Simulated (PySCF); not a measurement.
**TDDFT excited states: C4H5BF3N**

C4H5BF3N.
Bonds: B1–N2, N2–C3 (triple), C3–C4, C4–C5, C5–F6, C5–C7 (double), C7–F8, C7–F9. Hydrogens: H10, H11, H12 on B1; H13, H14 on C4.

Computed with TDDFT PBE0/def2-SVPD, vertical, gas phase, core orbitals frozen in the response (PySCF). One conformer (not necessarily the lowest) at the PBE0-D3(BJ)/def2-SVP geometry, without solvent, vibrations or thermal averaging. Torsions of this conformer, `[BH3-:1][N+:2]#[C:3][CH2:4][C:5]([F:6])=[C:7]([F:8])[F:9]`: C3–C4–C5–F6 64°.

Question: Predict the UV-vis stick spectrum at this level.

Answer: 

| state | E (eV) | λ (nm) | f | \|μ\| (D) | main configurations (H = HOMO, L = LUMO) |
| --- | --- | --- | --- | --- | --- |
| S1 | 5.35 | 231.7 | 0.0026 | 0.36 | H→L (52%), H-1→L (35%) |
| S2 | 5.56 | 222.8 | 0.032 | 1.24 | H-1→L (36%), H→L (28%), H→L+1 (17%) |
| S3 | 5.67 | 218.6 | 0.0072 | 0.58 | H-1→L+1 (54%), H→L+1 (37%) |
| S4 | 6.14 | 202.1 | 0.083 | 1.89 | H-2→L (80%), H-2→L+2 (12%) |
| S5 | 6.44 | 192.4 | 0.391 | 4.00 | H→L+1 (29%), H-1→L (20%), H-1→L+1 (18%) |
| S6 | 6.56 | 189.1 | 0.0094 | 0.61 | H-2→L+1 (97%) |
| S7 | 6.70 | 185.1 | 0.0039 | 0.39 | H-1→L+2 (64%), H→L+2 (15%), H→L+3 (11%) |
| S8 | 6.71 | 184.7 | 0.0034 | 0.36 | H→L+2 (57%), H-1→L+2 (25%), H→L+3 (13%) |
| S9 | 6.75 | 183.6 | 0.0034 | 0.37 | H→L+3 (57%), H-1→L+3 (20%), H→L+2 (16%) |
| S10 | 6.91 | 179.4 | 0.267 | 3.19 | H-1→L+3 (55%), H→L+3 (9%), H→L+1 (8%) |

Triplets (Tamm–Dancoff): T1 4.41 eV, H-2→L (42%), H-2→L+2 (39%), H-2→L+3 (11%); T2 4.82 eV, H-1→L (38%), H→L (27%), H→L+1 (14%); T3 5.08 eV, H→L (37%), H-1→L (35%), H→L+1 (10%); T4 5.16 eV, H→L+1 (39%), H-1→L+1 (35%), H→L (11%).

The lowest singlet lies at 5.35 eV (232 nm, ultraviolet) and is very weak; its leading configuration is HOMO→LUMO (52%). The most intense listed level is S5 at 6.44 eV (192 nm, f = 0.391), 1.09 eV above S1. Löwdin shares by element: HOMO (one of a set within 0.03 eV) hydrogen 40% or more, boron 37%, nitrogen 10%; LUMO carbon 44% or more, nitrogen 23% (atoms not listed hold the other 33%). The listed states span 1.56 eV, and the widest gap between neighbours is 0.46 eV (S3 to S4). Of the 10 states listed, 4 reach f = 0.01 and none stays under 0.0005. Orbital energies (eV): HOMO-3 -10.81, HOMO-2 -8.44, HOMO-1 -7.84, HOMO -7.83, LUMO -1.18, LUMO+1 -0.77, LUMO+2 -0.35. No computed singlet lies in the visible range (380 to 750 nm); the lowest, at 232 nm, stands 2.09 eV above its violet end (3.26 eV). All these states lie below the vertical ionisation energy of 9.81 eV (ΔSCF). The window holds the lowest 10 singlets.
